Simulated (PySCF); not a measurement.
**Excitation energy of Se by level of theory**

Se [Ar] 3d10 4s2 4p4 (3P) → Se [Ar] 3d10 4s2 4p3 5s1 (5S), as a difference of total energies. All numbers are calculated (PySCF 2.14, scalar relativity through the core potential, in aug-cc-pVDZ-PP with ECP10MDF (5s4p3d, 32 functions)). Correlated levels: valence: 3s2 3p6 3d10 frozen. The calculations carry no spin-orbit coupling.

| method | excitation energy (eV) |
| --- | --- |
| UHF | 5.374 |
| LDA | 6.000 |
| PBE | 5.902 |
| PBE0 | 5.988 |
| r2SCAN | 6.176 |
| PBEsol | 5.908 |
| CAM-B3LYP | 6.271 |
| M06-2X | 6.159 |
| wB97X-V | 6.403 |
| MP2 (valence) | 5.534 |
| SCS-MP2 (valence) | 5.670 |

Question: How much does correlation contribute at MP2 (valence)?

Answer: 5.534 − (5.374) = 0.160 eV, measured against UHF.

Errors of the correlated levels include the incompleteness of this basis and the frozen core.

For comparison: 5.857 eV (measured; NIST levels, between the centres of gravity of the two terms).
